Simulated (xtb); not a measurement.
Job for xtb: GFN1-xTB on CH4 (SMILES C).

```
$ xtb mol.xyz --gfn 1 --sp --chrg 0 --uhf 0
5

C     -0.04126481    -0.03220200     2.89106880
H     -0.24453590     0.98417122     2.55127590
H      0.03615963    -0.02557942     3.97673058
H     -0.85612581    -0.69793884     2.60418399
H      0.90164306    -0.38840593     2.47512220
```

The head of its log:

```
[...]
           -------------------------------------------------
          |                Calculation Setup                |
           -------------------------------------------------



           -------------------------------------------------
          |                 G F N 1 - x T B                 |
           -------------------------------------------------

        Reference                      10.1021/acs.jctc.7b00118
      * Hamiltonian:
        H0-scaling (s, p, d)           1.850000    2.250000    2.000000
        zeta-weighting                 0.000000
      * Dispersion:
        s8                             2.400000
        a1                             0.630000
        a2                             5.000000
        s9                             0.000000
      * Repulsion:
        kExp                           1.500000
        rExp                           1.000000
      * Coulomb:
        alpha                          2.000000
        third order                    atomic
        anisotropic                    false
      * Halogen bond correction:
        rad-scale                      1.300000
        damping                        0.440000


          ...................................................
          :                      SETUP                      :
          :.................................................:
          :  # basis functions                  12          :
          :  # atomic orbitals                  12          :
          :  # shells                           10          :
          :  # electrons                         8          :
          :  # halogen bonds                     0          :
          :  max. iterations                   250          :
          :  Hamiltonian                  GFN1-xTB          :
          :  restarted?                      false          :
          :  GBSA solvation                  false          :
          :  PC potential                    false          :
          :  electronic temp.          300.0000000     K    :
          :  accuracy                    1.0000000          :
          :  -> integral cutoff          0.2500000E+02      :
          :  -> integral neglect         0.1000000E-07      :
          :  -> SCF convergence          0.1000000E-05 Eh   :
          :  -> wf. convergence          0.2000000E-04 e    :
          :  Broyden damping             0.4000000          :
          :  net charge                          0          :
          :  unpaired electrons                  0          :
          ...................................................

 iter      E             dE          RMSdq      gap      omega  full diag
   1     -4.3377608 -0.433776E+01  0.678E+00    9.77       0.0  T
   2     -4.3394351 -0.167430E-02  0.411E+00    9.86       1.0  T
```

### Question
Give the final energy of this run.

### Answer
-4.2741 hartree.
